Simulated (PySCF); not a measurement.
From one molecule to another.

First species: C3H11NSi2.
SMILES: `C[Si@@H]1CC[SiH2]N1`

Second species: C4HClO2S.
Structure used (GFN2-xTB), in Å, numbered top down from 1:
```
atom  x, y, z in Å
O1    -0.705   -1.580    0.037
C2    -1.320   -0.565   -0.154
C3    -0.619    0.776   -0.173
O4    -1.189    1.827   -0.361
C5     0.793    0.568    0.066
Cl6    1.827    1.965    0.099
C7     1.334   -0.632    0.262
S8     2.297   -1.815    0.520
H9    -2.405   -0.539   -0.321
```

Levels: CAM-B3LYP/def2-SVPD for HOMO energy, LUMO energy, HOMO–LUMO gap and static isotropic polarisability; TDDFT CAM-B3LYP/def2-SVPD for lowest singlet excitation; TDA CAM-B3LYP/def2-SVPD for lowest triplet excitation (Tamm–Dancoff). Geometries: GFN2-xTB. Each species is one conformer at its optimised geometry, gas phase, non-relativistic unless stated; the electronic structure was computed with PySCF and density fitting.

Dipoles, sizes and rotational constants follow the conformer. The torsions of the flexible species, by atom-mapped SMILES:
- `[O:1]=[CH:2][C:3](=[O:4])[C:5]([Cl:6])=[C:7]=[S:8]`: O1–C2–C3–O4 180°, C2–C3–C5–Cl6 180°

The conformers of `C[Si@@H]1CC[SiH2]N1` aren't listed.

Values for the first species:

```
HOMO energy                              : -8.36 eV
LUMO energy                              : 1.17 eV
HOMO–LUMO gap                            : 9.53 eV
Lowest singlet excitation                : 6.29 eV
Lowest triplet excitation (Tamm–Dancoff) : 6.01 eV
Static isotropic polarisability          : 90.9 au
```

Problem. Estimate the same properties for the second species, and the change in each.

Solution. 
```tsv
property	first	second	second less first
HOMO energy	-8.36 eV	-8.40 eV	-0.04 eV
LUMO energy	1.17 eV	-2.43 eV	-3.60 eV
HOMO–LUMO gap	9.53 eV	5.97 eV	-3.56 eV
lowest singlet excitation	6.29 eV	2.48 eV	-3.81 eV
lowest triplet excitation (Tamm–Dancoff)	6.01 eV	2.22 eV	-3.79 eV
static isotropic polarisability	90.9 au	97.1 au	+6.2 au
```

On the first: S1 lies 3.24 eV below the HOMO–LUMO gap; its leading configuration is HOMO→LUMO, weight 0.75. The principal polarisabilities are 80.8, 87.6 and 104.3 au; their mean is the isotropic value.

On the second: The principal polarisabilities are 52.8, 89.8 and 148.7 au; their mean is the isotropic value. S1 lies 3.49 eV below the HOMO–LUMO gap; its leading configuration is HOMO→LUMO+1, weight 0.97.
